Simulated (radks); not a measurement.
Results of a calculation; reference values are marked as such.
All-electron atom: Hg II in [Xe] 4f14 5d9.5 6s1 6d0.5 (fractional occupations, a model configuration).

Level of theory: scalar-relativistic Kohn-Sham, BLYP, spin-polarised, spherical densities, point nucleus; open shells are filled with parallel spins first (spin-orbit coupling, left out, can overturn this in heavy ions) (a radial shooting solver on a logarithmic mesh with Libxc functionals).

Energy parts (eV):
part                       energy
total                  -533970.03
kinetic                 599628.18
electron-nucleus      -1329383.30
Hartree                 205877.34
exchange-correlation    -10092.24

Orbitals (lengths in bohr, moments of r in powers of bohr):
| orbital | occ. | eigenvalue (eV) | <1/r> |
|---|---|---|---|
| 1s up | 1 | -83209.59 | 97.67 |
| 1s down | 1 | -83209.56 | 97.67 |
| 2s up | 1 | -14758.33 | 22.91 |
| 2s down | 1 | -14758.28 | 22.91 |
| 2p up | 3 | -12726.33 | 20.28 |
| 2p down | 3 | -12726.29 | 20.28 |
| 3s up | 1 | -3512.158 | 8.489 |
| 3s down | 1 | -3512.128 | 8.489 |
| 3p up | 3 | -2925.259 | 7.721 |
| 3p down | 3 | -2925.228 | 7.721 |
| 3d up | 5 | -2308.382 | 7.260 |
| 3d down | 5 | -2308.340 | 7.260 |
| 4s up | 1 | -782.3945 | 3.644 |
| 4s down | 1 | -782.3323 | 3.644 |
| 4p up | 3 | -590.0279 | 3.285 |
| 4p down | 3 | -589.9658 | 3.285 |
| 4d up | 5 | -362.0118 | 2.947 |
| 4d down | 5 | -361.9397 | 2.947 |
| 5s up | 1 | -131.6529 | 1.507 |
| 5s down | 1 | -131.3463 | 1.508 |
| 4f up | 7 | -109.2225 | 2.534 |
| 4f down | 7 | -109.1311 | 2.534 |
| 5p up | 3 | -79.8740 | 1.281 |
| 5p down | 3 | -79.4874 | 1.283 |
| 5d up | 5 | -22.7231 | 0.9080 |
| 5d down | 4.5 | -22.1112 | 0.9127 |
| 6s up | 1 | -17.6789 | 0.5235 |
| 6s down | 0 | -16.8583 | 0.5195 |
| 6p up | 0 | -9.6801 | 0.3873 |
| 6p down | 0 | -9.0682 | 0.3795 |
| 7s up | 0 | -4.8560 | 0.2025 |
| 6d up | 0.5 | -3.4905 | 0.1991 |

The highest occupied level is 6d up at -3.490 eV. The configuration is held as typed, so some empty levels lie below it. The density falls to 0.001 e/bohr^3 at r = 3.99 bohr.
